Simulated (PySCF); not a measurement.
Spin-rotation constants: Ge(CF3)Me3, C4H9F3Ge

Geometry:
```json
{"atom": "Ge1", "x (Å)": "0.000", "y (Å)": "0.001", "z (Å)": "-0.162"}
{"atom": "C2", "x (Å)": "-0.002", "y (Å)": "-0.015", "z (Å)": "1.866"}
{"atom": "F3", "x (Å)": "-1.245", "y (Å)": "0.009", "z (Å)": "2.387"}
{"atom": "F4", "x (Å)": "0.647", "y (Å)": "1.044", "z (Å)": "2.392"}
{"atom": "F5", "x (Å)": "0.597", "y (Å)": "-1.112", "z (Å)": "2.375"}
{"atom": "C6", "x (Å)": "1.918", "y (Å)": "0.001", "z (Å)": "-0.661"}
{"atom": "H7", "x (Å)": "2.035", "y (Å)": "0.009", "z (Å)": "-1.740"}
{"atom": "H8", "x (Å)": "2.412", "y (Å)": "-0.884", "z (Å)": "-0.269"}
{"atom": "H9", "x (Å)": "2.414", "y (Å)": "0.879", "z (Å)": "-0.256"}
{"atom": "C10", "x (Å)": "-0.955", "y (Å)": "1.666", "z (Å)": "-0.656"}
{"atom": "H11", "x (Å)": "-1.012", "y (Å)": "1.770", "z (Å)": "-1.735"}
{"atom": "H12", "x (Å)": "-0.438", "y (Å)": "2.534", "z (Å)": "-0.255"}
{"atom": "H13", "x (Å)": "-1.967", "y (Å)": "1.656", "z (Å)": "-0.259"}
{"atom": "C14", "x (Å)": "-0.962", "y (Å)": "-1.651", "z (Å)": "-0.683"}
{"atom": "H15", "x (Å)": "-1.976", "y (Å)": "-1.639", "z (Å)": "-0.291"}
{"atom": "H16", "x (Å)": "-0.452", "y (Å)": "-2.527", "z (Å)": "-0.289"}
{"atom": "H17", "x (Å)": "-1.013", "y (Å)": "-1.741", "z (Å)": "-1.764"}
```

Theory: GIAO CAM-B3LYP/def2-SVP magnetisability, rotational g tensor and spin-rotation constants, non-relativistic, gas phase (PySCF 2.14.0). Geometry: GFN2-xTB.

The calculation is non-relativistic, which matters for the atoms heavier than Zn.

Give the nuclear spin-rotation constants along the inertial axes (H = +C I·J) beside the isotropic shieldings.

Rotational constants 1.8514, 1.1009, 1.1003 GHz. A star marks the isotopologue with that one atom substituted, in its own axes.
```csv
atom,isotope,Caa (kHz),Cbb (kHz),Ccc (kHz),mean (kHz),σ (ppm)
F3,19F,2.451,1.102,1.101,1.552,277.2
F4,19F,2.461,1.103,1.102,1.555,276.9
F5,19F,2.459,1.102,1.102,1.554,276.9
H7,1H,0.013,-0.128,-0.128,-0.081,31.7
H8,1H,-0.191,-0.065,-0.065,-0.107,31.4
H9,1H,-0.191,-0.065,-0.065,-0.107,31.4
H11,1H,0.013,-0.129,-0.129,-0.081,31.7
H12,1H,-0.191,-0.065,-0.065,-0.107,31.4
H13,1H,-0.191,-0.065,-0.065,-0.107,31.4
H15,1H,-0.192,-0.064,-0.064,-0.107,31.4
H16,1H,-0.190,-0.065,-0.065,-0.107,31.4
H17,1H,0.013,-0.128,-0.128,-0.081,31.7
Ge1,73Ge*,-0.533,-0.299,-0.299,-0.377,1455.1
C2,13C*,0.537,0.343,0.343,0.408,57.9
C6,13C*,0.178,0.110,0.102,0.130,197.6
```
Where two moments of inertia are equal or nearly so, the constants along those axes are given as their average.
For the geometry as given, no vibrational averaging.
